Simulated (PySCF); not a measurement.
**Working out the ionisation energy of Xe**

Xe [Xe] (1S) → Xe⁺ [Kr] 4d10 5s2 5p5 (2P). All numbers are calculated (PySCF 2.14, scalar relativity by spin-free X2C-1e, in x2c-TZVPall). Frozen: [Kr] 4d10. Energies in hartree (1 hartree = 27.21139 eV):

| part | Xe (lower) | Xe⁺ (upper) |
| --- | --- | --- |
| UHF | -7443.465191 | -7443.041000 |
| MP2 opposite-spin | -0.099572 | -0.081075 |
| MP2 same-spin | -0.033038 | -0.023627 |

**Question.** What does Hartree-Fock give?

**Answer.** (-7443.041000) − (-7443.465191) = 0.424191 hartree = 11.543 eV.

**Question.** What do MP2 and SCS-MP2 (6/5 opposite-spin, 1/3 same-spin) give?

**Answer.** The opposite-spin parts differ by 0.503 eV and the same-spin parts by 0.256 eV. MP2: 11.543 + (0.503) + (0.256) = 12.302 eV. SCS-MP2: 11.543 + 1.2 × (0.503) + (0.256)/3 = 12.232 eV.

Measured between the centres of the two terms (NIST): 12.565 eV, so MP2 (valence) is off by -0.263 eV.

What remains against the reference includes basis incompleteness, the frozen core and correlation beyond second order.
